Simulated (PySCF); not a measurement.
C2H6Ge, CH5GeN, CH6GeSi, C2H6GeO and others (calculated)

Calculation on a computer-drawn molecule: optimised geometry and harmonic frequencies of an isolated molecule of the commonest isotopes, restricted reference for singlets and unrestricted otherwise, frozen core in MP2; on germanium a core potential holds 10 electrons, which the energies leave out, and 3d is frozen in MP2 and coupled-cluster steps. Program: PySCF 2.14.0.

Common to all runs: charge 0; multiplicity 1; method HF; basis and core potential on germanium cc-pVDZ-PP ECP10MDF.

(1) C2H6Ge

Start structure:
```xyz
9
C2H6Ge
C      0.1420    -0.7983     2.9357
Ge    -0.3769    -1.2191     1.2340
C      0.4546    -0.3092    -0.3222
H      0.4133     0.1748     3.2028
H     -0.3280    -1.4105     3.7325
H     -0.7592    -2.6319     0.8462
H     -0.2645    -0.2288    -1.0940
H      0.7955     0.6339    -0.1128
H      1.1944    -0.9431    -0.7031
```

Here we set basis cc-pVDZ.

Results for C2H6Ge: rotational constants 21.13, 5.681, 4.606 GHz; total energy -372.5446 hartree; convergence status largest gradient component 4.772e-06 hartree/bohr.

Drawn bonds:
| atom | other atom | order |
| --- | --- | --- |
| 1 | 2 | 2 |
| 2 | 3 | 1 |
| 1 | 4 | 1 |
| 1 | 5 | 1 |
| 2 | 6 | 1 |
| 3 | 7 | 1 |
| 3 | 8 | 1 |
| 3 | 9 | 1 |

Optimised structure:
```xyz
9
C2H6Ge
C     -0.0170    -0.7671     2.9013
Ge    -0.1527    -1.3276     1.2389
C      0.4550    -0.3379    -0.3262
H      0.4269     0.1900     3.1468
H     -0.3744    -1.3649     3.7303
H     -0.7804    -2.6778     0.9121
H     -0.3827    -0.1448    -0.9985
H      0.8903     0.6126    -0.0170
H      1.2061    -0.9147    -0.8686
```

Modes:
| frequency (cm⁻¹) | reduced mass (dalton) |
| --- | --- |
| 123.4 | 1.117 |
| 198 | 2.609 |
| 326.8 | 1.205 |
| 623.3 | 4.061 |
| 656.4 | 1.053 |
| 671.5 | 1.088 |
| 799.3 | 1.106 |
| 876.6 | 1.333 |
| 880.5 | 1.203 |
| 916 | 3.71 |
| 935.2 | 1.187 |
| 1380 | 1.218 |
| 1494 | 1.177 |
| 1555 | 1.053 |
| 1559 | 1.051 |
| 2255 | 1.02 |
| 3187 | 1.033 |
| 3275 | 1.103 |
| 3291 | 1.104 |
| 3305 | 1.054 |
| 3410 | 1.116 |

(2) CH5GeN

Start structure:
```xyz
8
CH5GeN
C      1.8853     0.4183     0.7703
Ge     0.3024     0.7693    -0.0859
N     -0.8546     1.9060     0.5686
H      1.8377     0.2558     1.8263
H      2.5754    -0.3336     0.2494
H      0.1811     0.9402    -1.6300
H     -1.7543     2.1102     0.0581
H     -0.9453     1.9882     1.4865
```

It was run with basis cc-pVDZ.

It finds rotational constants 23.72, 6.084, 4.867 GHz; total energy -388.5492 hartree; convergence status largest gradient component 2.258e-05 hartree/bohr.

Drawn bonds:
| atom | other atom | order |
| --- | --- | --- |
| 1 | 2 | 2 |
| 2 | 3 | 1 |
| 1 | 4 | 1 |
| 1 | 5 | 1 |
| 2 | 6 | 1 |
| 3 | 7 | 1 |
| 3 | 8 | 1 |

Optimised structure:
```xyz
8
CH5GeN
C      1.7523     0.2289     0.7555
Ge     0.4450     0.9730    -0.1485
N     -0.8626     2.0161     0.5504
H      1.8440     0.3282     1.8292
H      2.5301    -0.3132     0.2344
H      0.2440     0.8740    -1.6498
H     -1.7675     1.9426     0.1221
H     -0.9575     2.0049     1.5499
```

Modes:
| frequency (cm⁻¹) | reduced mass (dalton) |
| --- | --- |
| 204.9 | 1.232 |
| 223.7 | 2.464 |
| 357.8 | 1.243 |
| 502 | 1.291 |
| 636.7 | 1.131 |
| 687.3 | 1.116 |
| 740.8 | 2.876 |
| 754 | 1.153 |
| 887.3 | 1.281 |
| 922.4 | 3.501 |
| 983 | 1.181 |
| 1481 | 1.17 |
| 1692 | 1.102 |
| 2292 | 1.02 |
| 3310 | 1.053 |
| 3418 | 1.117 |
| 3755 | 1.05 |
| 3855 | 1.096 |

(3) CH6GeSi

Start structure:
```xyz
9
CH6GeSi
C      0.5791     1.0940     2.0645
Ge     1.6226     0.1595     0.9210
Si     1.1856    -1.8247    -0.1657
H     -0.5456     1.0553     2.0248
H      0.9520     2.0011     2.5788
H      3.0608     0.4171     1.1836
H      0.9843    -3.0011     0.7643
H      2.1146    -2.1498    -1.1605
H     -0.1492    -1.7076    -0.9262
```

Settings of this run: basis cc-pV(D+d)Z.

Results for CH6GeSi: rotational constants 15.62, 2.821, 2.458 GHz; total energy -623.6107 hartree; convergence status largest gradient component 8.942e-06 hartree/bohr.

Drawn bonds:
| atom | other atom | order |
| --- | --- | --- |
| 1 | 2 | 2 |
| 2 | 3 | 1 |
| 1 | 4 | 1 |
| 1 | 5 | 1 |
| 2 | 6 | 1 |
| 3 | 7 | 1 |
| 3 | 8 | 1 |
| 3 | 9 | 1 |

Optimised structure:
```xyz
9
CH6GeSi
C      0.5562     1.1992     1.8256
Ge     1.7224     0.0100     1.2355
Si     1.0954    -1.8357    -0.1411
H     -0.4961     1.1281     1.5782
H      0.8469     2.0352     2.4506
H      3.1930     0.1574     1.6137
H      1.4394    -3.1097     0.5294
H      1.8109    -1.7712    -1.4353
H     -0.3639    -1.7696    -0.3720
```

Modes:
| frequency (cm⁻¹) | reduced mass (dalton) |
| --- | --- |
| 85.34 | 1.17 |
| 140.8 | 3.018 |
| 275.7 | 1.142 |
| 369.4 | 9.303 |
| 541.2 | 1.09 |
| 550 | 1.124 |
| 708.6 | 1.108 |
| 740.8 | 1.049 |
| 842.5 | 1.174 |
| 869.3 | 1.432 |
| 905.9 | 2.652 |
| 981.2 | 1.111 |
| 1018 | 1.037 |
| 1030 | 1.037 |
| 1500 | 1.176 |
| 2242 | 1.02 |
| 2316 | 1.051 |
| 2318 | 1.023 |
| 2326 | 1.046 |
| 3303 | 1.055 |
| 3407 | 1.116 |

(4) C2H6GeO

Start structure:
```xyz
10
C2H6GeO
C     -0.5301     1.6632     1.3208
Ge    -1.5739     0.1961     1.0391
C     -1.4653    -1.1496    -0.4036
O     -1.8809    -0.8220     2.4408
H     -0.4160     2.3847     0.4791
H     -0.7562     2.2587     2.3058
H     -2.4768    -1.5955    -0.5859
H     -0.8274    -1.9143    -0.1268
H     -1.1263    -0.7202    -1.3017
H     -1.8860    -0.3823     3.2644
```

Here we set basis cc-pVDZ.

The calculation gives: rotational constants 6.622, 5.429, 3.04 GHz; total energy -447.4382 hartree; convergence status largest gradient component 2.233e-05 hartree/bohr.

Drawn bonds:
| atom | other atom | order |
| --- | --- | --- |
| 1 | 2 | 2 |
| 2 | 3 | 1 |
| 2 | 4 | 1 |
| 1 | 5 | 1 |
| 1 | 6 | 1 |
| 3 | 7 | 1 |
| 3 | 8 | 1 |
| 3 | 9 | 1 |
| 4 | 10 | 1 |

Optimised structure:
```xyz
10
C2H6GeO
C     -0.7583     1.7257     1.2720
Ge    -1.3228     0.0715     1.1309
C     -1.4418    -1.1098    -0.3910
O     -1.9313    -0.8589     2.5063
H     -0.3957     2.2490     0.3968
H     -0.7554     2.2594     2.2132
H     -2.4794    -1.4134    -0.5338
H     -0.8411    -2.0009    -0.2060
H     -1.0822    -0.6076    -1.2886
H     -1.9309    -0.3961     3.3322
```

Modes:
| frequency (cm⁻¹) | reduced mass (dalton) |
| --- | --- |
| 109.2 | 1.043 |
| 167 | 5.98 |
| 193.1 | 2.66 |
| 241.2 | 3.533 |
| 322.5 | 1.088 |
| 558.3 | 1.044 |
| 636.5 | 4.002 |
| 642.2 | 1.176 |
| 749.5 | 9.348 |
| 782.5 | 1.255 |
| 872.7 | 1.205 |
| 899.6 | 1.31 |
| 922.7 | 3.401 |
| 975 | 1.231 |
| 1386 | 1.227 |
| 1479 | 1.17 |
| 1551 | 1.052 |
| 1556 | 1.049 |
| 3196 | 1.032 |
| 3290 | 1.103 |
| 3300 | 1.105 |
| 3308 | 1.053 |
| 3416 | 1.117 |
| 4154 | 1.067 |

(5) CH5GeNO

Start structure:
```xyz
9
CH5GeNO
C     -2.4729     2.0239     0.7522
Ge    -0.6569     1.6078     0.4089
N      0.7091     1.3383     1.5397
O      0.1492     2.6037    -0.7640
H     -3.0980     2.0230    -0.0982
H     -2.8585     1.2919     1.4791
H      0.6848     0.5419     2.1712
H      1.6050     1.5310     1.2057
H     -0.3447     3.0641    -1.4454
```

Settings of this run: basis cc-pVDZ.

Results for CH5GeNO: rotational constants 7.105, 5.689, 3.167 GHz; total energy -463.4432 hartree; convergence status largest gradient component 4.683e-05 hartree/bohr.

Drawn bonds:
| atom | other atom | order |
| --- | --- | --- |
| 1 | 2 | 2 |
| 2 | 3 | 1 |
| 2 | 4 | 1 |
| 1 | 5 | 1 |
| 1 | 6 | 1 |
| 3 | 7 | 1 |
| 3 | 8 | 1 |
| 4 | 9 | 1 |

Optimised structure:
```xyz
9
CH5GeNO
C     -2.3822     1.7139     0.6738
Ge    -0.6489     1.8930     0.4985
N      0.6947     1.3978     1.5755
O      0.1839     2.6686    -0.8418
H     -3.0575     2.1232    -0.0642
H     -2.7977     1.2266     1.5446
H      0.5196     0.6497     2.2198
H      1.5886     1.2900     1.1321
H     -0.3834     3.0629    -1.4889
```

Modes:
| frequency (cm⁻¹) | reduced mass (dalton) |
| --- | --- |
| 155.5 | 3.134 |
| 204.9 | 1.495 |
| 216.5 | 2.344 |
| 252.7 | 3.942 |
| 310.9 | 1.071 |
| 471.6 | 1.268 |
| 520.7 | 1.08 |
| 554.5 | 1.179 |
| 750.4 | 5.758 |
| 775.7 | 6.336 |
| 797.8 | 1.25 |
| 924 | 3.637 |
| 948 | 1.194 |
| 991.2 | 1.252 |
| 1466 | 1.158 |
| 1681 | 1.105 |
| 3316 | 1.051 |
| 3430 | 1.118 |
| 3766 | 1.05 |
| 3872 | 1.097 |
| 4158 | 1.067 |
